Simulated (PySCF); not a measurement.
Cost of one run: geometry optimisation, `O[SiH2][SbH2]`.

Method: PBE0-D3(BJ)/def2-SVP geometry optimisation, gas phase, def2 core potentials past Kr (PySCF 2.14.0). Work: geometry optimisation from a GFN2-xTB start shaken at random, density fitting. The input is one job of a driver script: a line of settings, then coordinates in Å.

Input:
```
{"job": {"xc": "PBE0", "basis": "def2-SVP", "d3": "d3bj", "grid": 1, "maxiter": 30, "shake": 0.01, "kind": "geom"}, "charge": 0, "multiplicity": 1}
O     -1.572540     0.939310     0.158640
Si    -0.687120    -0.394030     0.166880
Sb     1.668640     0.311860     0.718380
H     -1.396900     1.661620    -0.481170
H     -1.301100    -1.119410     1.261470
H     -0.897180    -1.115630    -1.085500
H      1.934310     0.874240    -0.862380
H      2.307030    -1.177100     0.226690
```

Hardware: one thread of an Arm Neoverse V1 (shared host). PySCF's memory limit was set to 2320 MB.

Q: How large is the basis?

A: 83 functions.

Q: Estimate the wall time.

A: About 23 s. The run took 9 energy-and-gradient evaluations and 55 SCF cycles, 2.6 s an evaluation on average.

Q: How much memory does it need at the peak?

A: About 0.36 GiB. Peak memory is the resident size of the whole Python process, interpreter and libraries included.

Q: At this speed, how long would 500 such jobs take on 96 cores, one job a core?

A: 500/96 gives 6 rounds of 23 s, about 2.3 min of wall time and 3.2 core-hours, if the jobs don't slow each other.

Other jobs ran on the host; a repeat could differ by tens of per cent or more.

The run converged: final energy -607.64682 Eh after 8 steps; dipole 1.13 D.
